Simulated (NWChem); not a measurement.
System: SiBiH₅; SMILES [SiH3][BiH2]

NWChem printed, in part:

```
             Northwest Computational Chemistry Package (NWChem) 7.3.0
             --------------------------------------------------------

 C1  symmetry detected

                             Geometry "geometry" -> ""
                             -------------------------

 Output coordinates in angstroms (scale by  1.889725989 to convert to a.u.)

  No.       Tag          Charge          X              Y              Z
 ---- ---------------- ---------- -------------- -------------- --------------
    1 Bi                  83.0000     0.00054904    -0.46127425     0.02635955
    2 H                    1.0000    -1.29846523    -0.44885234    -1.21573463
    3 H                    1.0000     1.24618492    -0.44615526    -1.26930541
    4 Si                  14.0000     0.00020885     2.21347942     0.01345773
    5 H                    1.0000    -0.04960891     2.77951817    -1.36783710
    6 H                    1.0000     1.23801369     2.70555580     0.69450462
    7 H                    1.0000    -1.18461852     2.70698451     0.78212166

 Effective nuclear repulsion energy (a.u.)     337.7312228814

                                Z-matrix (autoz)
                                --------

 Units are Angstrom for bonds and degrees for angles

[...]

      ----------------------
      Optimization converged
      ----------------------

  Step       Energy      Delta E   Gmax     Grms     Xrms     Xmax
  ---- ---------------- -------- -------- -------- -------- --------
@    3    -506.87367328 -1.9D-06  0.00040  0.00012  0.00072  0.00171
                                     ok       ok       ok       ok

                                Z-matrix (autoz)
                                --------

 Units are Angstrom for bonds and degrees for angles

[...]

 Rotational Constants
 --------------------
 A=   1.332252 cm-1  (  1.916771 K)
 B=   0.079787 cm-1  (  0.114793 K)
 C=   0.079778 cm-1  (  0.114780 K)

 Temperature                      =   298.15K
 frequency scaling parameter      =   1.0000

 Zero-Point correction to Energy  =   22.219 kcal/mol  (  0.035409 au)
 Thermal correction to Energy     =   25.620 kcal/mol  (  0.040829 au)
 Thermal correction to Enthalpy   =   26.213 kcal/mol  (  0.041773 au)

 Total Entropy                    =   76.883 cal/mol-K
   - Translational                =   42.333 cal/mol-K (mol. weight = 241.9965)
   - Rotational                   =   24.746 cal/mol-K (symmetry #  =        1)
   - Vibrational                  =    9.804 cal/mol-K

 Cv (constant volume heat capacity) =   17.401 cal/mol-K
   - Translational                  =    2.979 cal/mol-K
   - Rotational                     =    2.979 cal/mol-K
   - Vibrational                    =   11.442 cal/mol-K

[normal modes left out]

 ----------------------------------------------------------------------------
 Normal Eigenvalue ||           Projected Infra Red Intensities
  Mode   [cm**-1]  || [atomic units] [(debye/angs)**2] [(KM/mol)] [arbitrary]
 ------ ---------- || -------------- ----------------- ---------- -----------
    1       -0.000 ||    0.000024           0.001         0.023       0.005
    2        0.000 ||    0.000025           0.001         0.025       0.005
    3        0.000 ||    0.000000           0.000         0.000       0.000
    4        0.000 ||    0.000001           0.000         0.001       0.000
    5        0.000 ||    0.000177           0.004         0.173       0.034
    6        0.000 ||    0.001938           0.045         1.889       0.375
    7       66.571 ||    0.001893           0.044         1.846       0.366
    8      268.186 ||    0.001062           0.024         1.035       0.205
    9      362.726 ||    0.003407           0.079         3.321       0.658
   10      378.239 ||    0.011793           0.272        11.496       2.279
   11      548.481 ||    0.032062           0.740        31.256       6.198
   12      569.140 ||    0.003106           0.072         3.028       0.600
   13      737.742 ||    0.012809           0.296        12.487       2.476
   14      820.081 ||    0.342146           7.894       333.541      66.136
   15      906.477 ||    0.033889           0.782        33.036       6.551
   16      907.020 ||    0.029349           0.677        28.611       5.673
   17     1740.482 ||    0.176088           4.062       171.659      34.038
   18     1758.328 ||    0.184364           4.253       179.727      35.637
   19     2147.589 ||    0.081436           1.879        79.388      15.741
   20     2164.171 ||    0.090314           2.084        88.042      17.458
   21     2174.882 ||    0.080520           1.858        78.495      15.564
 ----------------------------------------------------------------------------
```

Level: PBE/def2-SVP with def2 effective core potentials on Bi. def2 effective core potentials on Bi; no spin-orbit coupling.

Reconstruct the input file.

This is not unique; one that fits is the input that was run:
```
start job
memory heap 200 mb stack 900 mb global 1100 mb
geometry units angstroms
  Bi     0.016729     0.468061     0.007922
  H     -1.252282     0.451119    -1.264758
  H     -1.252370     0.442262     1.280442
  Si     0.019841    -2.206714     0.001380
  H     -1.358781    -2.780967    -0.020800
  H      0.729674    -2.697507     1.223421
  H      0.766388    -2.692850    -1.200513
end
basis spherical
  Bi library def2-svp
  H library def2-svp
  Si library def2-svp
end
ecp
  Bi library def2-ecp
end
dft
  xc xpbe96 cpbe96
  iterations 150
end
driver
  maxiter 120
end
task dft optimize
dft
  grid fine
  convergence energy 1d-8 density 1d-7
end
task dft freq numerical
```
